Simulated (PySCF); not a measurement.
Te(F)4 cation (F₄Te), SMILES [Te](F)(F)(F)F (connectivity only; charge and spin as stated), charge +1, multiplicity 2.

Coordinates come from a PBE-D3(BJ)/def2-SVP optimisation. The spin state was assumed, not searched. The isomer is the one that the SMILES or the coordinates give; other isomers of the formula were not compared. The def2 effective core potentials stand for the cores of Te; spin–orbit coupling is left out.

Computed with PySCF with PBE-D3(BJ)/def2-SVP.

Frequencies are harmonic and unscaled.

Computed harmonic wavenumbers and intensities:
| mode | ν (cm⁻¹) | IR (km/mol) | moving atoms (share of kinetic energy) |
|---|---|---|---|
| 1 | 104 | 9.2 | F 81 %, Te 19 % |
| 2 | 109 | 3.0 | F 92 % |
| 3 | 183 | 0.0 | F 100 % |
| 4 | 194 | 13.3 | F 84 %, Te 16 % |
| 5 | 211 | 11.8 | F 89 %, Te 11 % |
| 6 | 543 | 15.4 | F 76 %, Te 24 % |
| 7 | 553 | 1.8 | F 99 % |
| 8 | 675 | 21.0 | F 87 %, Te 13 % |
| 9 | 684 | 37.9 | F 84 %, Te 16 % |
